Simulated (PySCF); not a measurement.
**Two-component Hartree-Fock for Dy³⁹⁺ (dysprosium, charge +39)**

Start: [Ar] 3d9; 3d3/2 filled at m_j = -3/2, -1/2, +1/2, +3/2; 3d5/2 filled at m_j = -3/2, -1/2, +1/2, +3/2, +5/2. Calculated with PySCF 2.14 in an uncontracted even-tempered set (16 s from 8.1 bohr⁻², ratio 2.8; 12 p from 11 bohr⁻², ratio 2.8; 8 d from 11 bohr⁻², ratio 2.8; 3 f from 41 bohr⁻², ratio 3): generalised Hartree-Fock with the X2C-1e Hamiltonian and a Gaussian nucleus; one run each with spin-orbit coupling (SO) switched off, then screened by Boettger's factors.

```json
{"spinor shell": "1s1/2", "electrons": "2", "ε, spin-free (eV)": "-55878.0", "ε, screened SO (eV)": "-55866.8", "weight of nominal j (screened SO)": "1.000", "rms radius, screened SO (bohr)": "0.0240"}
{"spinor shell": "2s1/2", "electrons": "2", "ε, spin-free (eV)": "-10896.8", "ε, screened SO (eV)": "-10893.1", "weight of nominal j (screened SO)": "1.000", "rms radius, screened SO (bohr)": "0.0969"}
{"spinor shell": "2p1/2", "electrons": "2", "ε, spin-free (eV)": "-9871.3", "ε, screened SO (eV)": "-10441.5", "weight of nominal j (screened SO)": "1.000", "rms radius, screened SO (bohr)": "0.0828"}
{"spinor shell": "3s1/2", "electrons": "2", "ε, spin-free (eV)": "-3728.7", "ε, screened SO (eV)": "-3727.7", "weight of nominal j (screened SO)": "1.000", "rms radius, screened SO (bohr)": "0.244"}
{"spinor shell": "3p1/2", "electrons": "2", "ε, spin-free (eV)": "-3404.9", "ε, screened SO (eV)": "-3535.3", "weight of nominal j (screened SO)": "1.000", "rms radius, screened SO (bohr)": "0.235"}
{"spinor shell": "3p3/2", "electrons": "4", "ε, spin-free (eV)": "-3404.9", "ε, screened SO (eV)": "-3348.8", "weight of nominal j (screened SO)": "1.000", "rms radius, screened SO (bohr)": "0.248"}
{"spinor shell": "3d3/2", "electrons": "4", "ε, spin-free (eV)": "-3013.2", "ε, screened SO (eV)": "-3037.2", "weight of nominal j (screened SO)": "0.994", "rms radius, screened SO (bohr)": "0.218"}
{"spinor shell": "3d5/2", "electrons": "5", "ε, spin-free (eV)": "-3013.2", "ε, screened SO (eV)": "-2996.1", "weight of nominal j (screened SO)": "0.995", "rms radius, screened SO (bohr)": "0.221"}
```

Task: Where does 2p3/2 lie, and what is the 2p spin-orbit splitting (screened SO)?

Result: At -9628.9 eV, 812.60 eV above 2p1/2.

```csv
quantity,spin-free,screened SO
E (hartree),-11158.69053,-11167.91188
M_J,5/2,5/2
⟨J²⟩,8.750,8.750
⟨L²⟩,6.000,6.037
⟨S²⟩,0.750,0.787
```

Each row is a mean over spinors that exchange with the open shell spreads, by up to 23.699 eV (3p3/2).

Breit and QED terms are absent; they matter most for the inner s and p1/2 levels.

Densities and radii are taken from the X2C orbitals without a picture-change correction, which distorts them close to the nucleus.

Without spin-orbit coupling the j labels of p, d and f shells carry no meaning; the spin-free column gives the mean over the occupied spinors of each nl shell.
